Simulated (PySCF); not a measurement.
B(Me)2(vinyl) (C4H9B), SMILES CB(C)C=C. Atoms are numbered in the order given.

```xyz
14

B      0.2241     0.3607     0.1585
C      1.4039     1.3810    -0.0773
H      2.3479     0.8276     0.1047
H      1.4074     2.2531     0.5949
H      1.4666     1.7273    -1.1232
C     -0.6124     0.4412     1.4914
H     -1.3249    -0.3763     1.6759
H     -1.1838     1.3895     1.4773
H      0.0589     0.5263     2.3647
C     -0.0557    -0.7122    -0.9464
C     -1.0045    -1.6616    -0.8641
H      0.5540    -0.7004    -1.8614
H     -1.1778    -2.3961    -1.6592
H     -1.6567    -1.7448     0.0121
```

Coordinates come from a B3LYP-D3(BJ)/def2-SVP optimisation. One conformer was computed; it need not be the lowest.

Computed with PySCF with B3LYP/def2-TZVP.

ESP charges are fitted to the potential on shells at 1.4 to 2.0 van der Waals radii. Atomic charges (e):

```json
[
 {"atom": "B1", "IAO": "0.32", "Löwdin": "-0.50", "ESP fit": "0.83"},
 {"atom": "C2", "IAO": "-0.56", "Löwdin": "-0.26", "ESP fit": "-0.78"},
 {"atom": "H3", "IAO": "0.16", "Löwdin": "0.16", "ESP fit": "0.16"},
 {"atom": "H4", "IAO": "0.14", "Löwdin": "0.13", "ESP fit": "0.17"},
 {"atom": "H5", "IAO": "0.14", "Löwdin": "0.14", "ESP fit": "0.15"},
 {"atom": "C6", "IAO": "-0.56", "Löwdin": "-0.25", "ESP fit": "-0.81"},
 {"atom": "H7", "IAO": "0.13", "Löwdin": "0.13", "ESP fit": "0.18"},
 {"atom": "H8", "IAO": "0.16", "Löwdin": "0.16", "ESP fit": "0.17"},
 {"atom": "H9", "IAO": "0.15", "Löwdin": "0.15", "ESP fit": "0.17"},
 {"atom": "C10", "IAO": "-0.27", "Löwdin": "-0.12", "ESP fit": "-0.44"},
 {"atom": "C11", "IAO": "-0.23", "Löwdin": "-0.14", "ESP fit": "-0.28"},
 {"atom": "H12", "IAO": "0.13", "Löwdin": "0.15", "ESP fit": "0.16"},
 {"atom": "H13", "IAO": "0.15", "Löwdin": "0.12", "ESP fit": "0.17"},
 {"atom": "H14", "IAO": "0.14", "Löwdin": "0.12", "ESP fit": "0.15"}
]
```

Problem. Give the Mayer and Wiberg (Löwdin basis) orders of the bonds. (Estimate from the structure and the level; the computed values follow.)

Solution. 
| bond | Mayer | Wiberg |
|---|---|---|
| B1–C2 | 1.03 | 1.30 |
| C2–H3 | 0.93 | 0.84 |
| C2–H4 | 0.97 | 0.88 |
| C2–H5 | 0.95 | 0.86 |
| B1–C6 | 1.04 | 1.30 |
| C6–H7 | 0.97 | 0.87 |
| C6–H8 | 0.94 | 0.84 |
| C6–H9 | 0.95 | 0.85 |
| B1–C10 | 1.05 | 1.20 |
| C10–C11 | 1.85 | 2.09 |
| C10–H12 | 0.95 | 0.80 |
| C11–H13 | 0.96 | 0.90 |
| C11–H14 | 0.95 | 0.88 |
